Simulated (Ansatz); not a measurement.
One change: `B[CH2][GeH2][SeH]` becomes `Cl[CH2][GeH2][SeH]`.

Ansatz, PBE0-D4/def2-TZVP geometries, multiplicity 1. Each molecule was computed in one conformer, which needn't be the lowest.

Scalar relativity is left out up to krypton.

| property | `B[CH2][GeH2][SeH]` |
| --- | --- |
| size of the dipole moment (PBE/def2-TZVPP) / D | 1.80 |
| HOMO energy (ωB97M-V/def2-TZVPP) / eV | -9.14 |
| LUMO energy (B3LYP/def2-TZVPP) / eV | -1.68 |
| LUMO energy (PBE/def2-TZVPP) / eV | -2.42 |
| HOMO energy (PBE/def2-TZVPP) / eV | -5.85 |
| HOMO–LUMO gap (PBE/def2-TZVPP) / eV | 3.43 |

(1) Give the same properties after the change, and the shifts. (Best estimate.)

Answers

(1) Computed: 
```
                                      property  `Cl[CH2][GeH2][SeH]`  shift
size of the dipole moment (PBE/def2-TZVPP) / D                  2.22   0.42
         HOMO energy (ωB97M-V/def2-TZVPP) / eV                 -9.18  -0.04
           LUMO energy (B3LYP/def2-TZVPP) / eV                 -0.52   1.16
             LUMO energy (PBE/def2-TZVPP) / eV                 -1.13   1.29
             HOMO energy (PBE/def2-TZVPP) / eV                 -5.86  -0.01
           HOMO–LUMO gap (PBE/def2-TZVPP) / eV                  4.73   1.30
```

Dipoles are sizes alone; their direction can turn.

B3LYP here is the variant with VWN-RPA as its local correlation; programs differ in this.

Spin–orbit coupling is left out; it splits and shifts lone-pair levels of the heavy atoms by tenths of an eV.
